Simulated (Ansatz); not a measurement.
Species: AgI, charge -1, multiplicity 2. The spin state was set by rule; other spins were not relaxed. 
Structure (B3LYP-D3(BJ)/def2-TZVP (Ansatz, an electronic-structure program) minimum search):
```xyz
2

Ag     0.0000     0.0000    -1.5108
I      0.0000     0.0000     1.3397
```
Charge -1, spin multiplicity 2.

Basis-set convergence of Hartree-Fock and CCSD(T) correlation energies (hartree) with Ansatz. Cores are frozen in the correlated levels unless marked. UHF or UKS for open shells. Spin-orbit coupling is left out. Frozen are the shells of the preceding noble gas and the d and f shells that filled before the atom's block. Past Kr the def2 sets carry scalar-relativistic core potentials.

```csv
basis,functions,E(HF),"E(corr, CCSD(T))"
def2-SVPD,69,-442.84231,-0.36337
def2-TZVPPD,115,-442.88110,-0.54575
def2-QZVPPD,179,-442.88430,-0.60405
```

Extrapolating the two largest sets (X = 3 and 4) as X^-3: E(corr) = (64·(-0.60405) - 27·(-0.54575))/37 = -0.6466 Eh, an estimate of the basis-set limit. The largest set recovers 93.4 % of it, the smallest 56.2 %.
